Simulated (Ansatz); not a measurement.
Geometry optimisation, RKS PBE0/def2-mTZVP in Ansatz 0.2.0.

The input (input.yaml):

```yaml
crystal:
  periodic: [false, false, false]
  atoms:
    - { symbol: Ga, position_ang: [0.129191, -0.706358, -0.220986] }
    - { symbol: H, position_ang: [-0.660277, 0.750075, 2.007254] }
    - { symbol: H, position_ang: [1.556338, -0.107364, -0.226779] }
    - { symbol: Cl, position_ang: [-1.368666, -0.10066, -1.644502] }
    - { symbol: "N", position_ang: [-0.496689, -2.018306, 0.987675] }
    - { symbol: H, position_ang: [-1.44621, -2.31944, 0.79849] }
    - { symbol: Si, position_ang: [0.401885, -2.850781, 2.208301] }
    - { symbol: H, position_ang: [0.472218, -4.323237, 1.984051] }
    - { symbol: H, position_ang: [1.782596, -2.294785, 2.187311] }
    - { symbol: H, position_ang: [-0.170324, -2.642461, 3.570839] }
    - { symbol: H, position_ang: [-0.743261, 0.048617, 1.907545] }
basis:
  gaussian: { orbitals: def2-mTZVP }
hamiltonian:
  xc: pbe0
relax:
  f_tol: 0.03
  max_steps: 50
output:
  orbitals: {}
```

Run as:

```bash
$ ansatz run input.yaml --threads 4 --pin off --max-ram 5120MiB --backend cpu --events-out ev --progress --plain --runs-dir out
```

Task: Where does it end, and by what steps?

Result: The forces met the threshold. After 9 steps the energy has fallen by 0.205 eV; H11 moved furthest, 0.91 Å.

```csv
step,energy less start (eV),largest force component (eV/Å),accepted
0,0.0000,1.586,yes
1,-0.1422,0.461,yes
2,-0.1848,0.264,yes
3,-0.1940,0.125,yes
4,-0.1927,0.417,no
5,-0.2017,0.041,yes
6,-0.2036,0.034,yes
7,-0.2045,0.080,yes
8,-0.2051,0.033,yes
9,-0.2053,0.026,yes
```

```xyz
11
Properties=species:S:1:pos:R:3
Ga 0.156 -0.904 -0.260
H -0.825 1.512 2.191
H 1.563 -0.255 -0.246
Cl -1.334 -0.267 -1.686
N -0.420 -2.232 0.847
H -1.374 -2.530 0.682
Si 0.452 -3.007 2.130
H 0.543 -4.481 1.937
H 1.822 -2.429 2.129
H -0.168 -2.772 3.465
H -0.957 0.800 2.371
```

Whether the end is a true minimum wasn't checked by a vibrational analysis.

The run took 20 s on 4 threads of Arm Neoverse V2, with other jobs on the host, peak memory 0.3 GiB.
